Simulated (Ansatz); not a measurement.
System: SiBr2, charge 0, singlet. A triplet may lie lower; no result for it is given here. SiBr2 (SMILES Br[Si]Br).
B3LYP-D3(BJ)/def2-TZVP minimum from Ansatz (a program for electronic structure):
```xyz
3

Si     0.0168     0.0210     1.1850
Br     0.9530    -1.4915    -0.2242
Br    -0.9597     1.4831    -0.2498
```

Total energies in def2-SVP, 18 correlated electrons, 33 frozen orbitals. Radicals and triplets start from unrestricted determinants; spin-orbit coupling is neglected. Cores are frozen in correlated methods (noble-gas shells, and filled d and f shells in the p block). No relativity. Spin-orbit terms, left out, reach several kcal/mol for Br and I, and more for heavier atoms. The restricted determinant of Br2Si (Br[Si]Br, singlet) is unstable towards broken spin symmetry in at least one set run.

```
method    program  energy (Eh)  minus CCSDT(Q) (mEh)
--------  -------  -----------  --------------------
HF         Ansatz  -5433.10260                358.04
MP2        Ansatz  -5433.41672                 43.92
CCSD       Ansatz  -5433.44783                 12.81
CCSD(T)    Ansatz  -5433.45876                  1.87
CCSDT(Q)   Ansatz  -5433.46064                  0.00
```

Rough core times of Ansatz's runs on a shared machine: CCSD(T) under 20 s, CCSDT(Q) 80 s.
